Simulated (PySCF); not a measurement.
## Spinor energies of Tm (thulium, neutral)

Start: [Xe] 4f13 6s2; 4f5/2 filled at m_j = -5/2, -3/2, -1/2, +1/2, +3/2, +5/2; 4f7/2 filled at m_j = -5/2, -3/2, -1/2, +1/2, +3/2, +5/2, +7/2. Calculated with PySCF 2.14 in x2c-SVPall-2c: generalised Hartree-Fock with the X2C-1e Hamiltonian and a Gaussian nucleus; one run each with spin-orbit coupling (SO) switched off, then screened by Boettger's factors.

| spinor shell | electrons | ε, spin-free (eV) | ε, screened SO (eV) | weight of nominal j (screened SO) | rms radius, screened SO (bohr) |
| --- | --- | --- | --- | --- | --- |
| 1s1/2 | 2 | -59689.0 | -59674.8 | 1.000 | 0.0227 |
| 2s1/2 | 2 | -10200.3 | -10196.0 | 1.000 | 0.0918 |
| 2p1/2 | 2 | -9004.6 | -9700.3 | 1.000 | 0.0783 |
| 2p3/2 | 4 | -9004.6 | -8714.2 | 1.000 | 0.0852 |
| 3s1/2 | 2 | -2347.4 | -2346.0 | 1.000 | 0.235 |
| 3p1/2 | 2 | -1978.4 | -2127.8 | 1.000 | 0.227 |
| 3p3/2 | 4 | -1978.4 | -1915.2 | 1.000 | 0.241 |
| 3d3/2 | 4 | -1519.7 | -1546.9 | 1.000 | 0.214 |
| 3d5/2 | 6 | -1519.7 | -1500.4 | 1.000 | 0.218 |
| 4s1/2 | 2 | -489.22 | -488.87 | 1.000 | 0.530 |
| 4p1/2 | 2 | -365.48 | -399.90 | 0.999 | 0.543 |
| 4p3/2 | 4 | -365.48 | -350.87 | 1.000 | 0.574 |
| 4d3/2 | 4 | -198.01 | -204.27 | 0.993 | 0.612 |
| 4d5/2 | 6 | -198.01 | -193.60 | 0.996 | 0.624 |
| 5s1/2 | 2 | -64.583 | -64.537 | 1.000 | 1.33 |
| 5p1/2 | 2 | -33.283 | -37.718 | 0.993 | 1.51 |
| 5p3/2 | 4 | -33.283 | -31.441 | 0.996 | 1.64 |
| 4f5/2 | 6 | -13.417 | -14.492 | 0.944 | 0.870 |
| 4f7/2 | 7 | -13.417 | -12.371 | 0.952 | 0.892 |
| 6s1/2 | 2 | -5.254 | -5.257 | 1.000 | 4.61 |

```
   quantity     spin-free   screened SO
E (hartree)  -13556.76529  -13568.69436
        M_J           7/2           7/2
       ⟨J²⟩        15.761        15.762
       ⟨L²⟩        12.010        12.112
       ⟨S²⟩         0.751         0.852
```

Each row is a mean over spinors that exchange with the open shell spreads, by up to 9.447 eV (4d5/2).

Breit and QED terms are absent; they matter most for the inner s and p1/2 levels.

Densities and radii are taken from the X2C orbitals without a picture-change correction, which distorts them close to the nucleus.

Without spin-orbit coupling the j labels of p, d and f shells carry no meaning; the spin-free column gives the mean over the occupied spinors of each nl shell.
